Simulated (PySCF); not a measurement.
H2O3S, SMILES O=[SH](=O)O. Heavy atoms are numbered as in [O:1]=[SH:2](=[O:3])[OH:4]. Hydrogens are named by the atom that carries them.

Geometry optimised at PBE-D3(BJ)/def2-SVP. The values are those of a single conformer.

All values below come from HF/pcSseg-2 (PySCF).

GIAO shieldings, no solvent; atoms alike by connectivity are averaged. δ = σ(ref) − σ: ¹⁷O against H2O (σ = 326.0 ppm); ³³S against H2S (σ = 707.7 ppm); ¹H against TMS (σ = 31.98 ppm), references at their B3LYP-D3(BJ)/def2-TZVP geometries, non-relativistic.

| nucleus | atoms | count | δ (ppm) |
|---|---|---|---|
| ¹⁷O | O1 | 2 | 221.8 |
| ¹⁷O | O4 (OH) | 1 | 202.0 |
| ³³S | S2 (SH) | 1 | 534.1 |
| ¹H | H on S2 | 1 | 10.26 |
| ¹H | H on O4 | 1 | 6.00 |
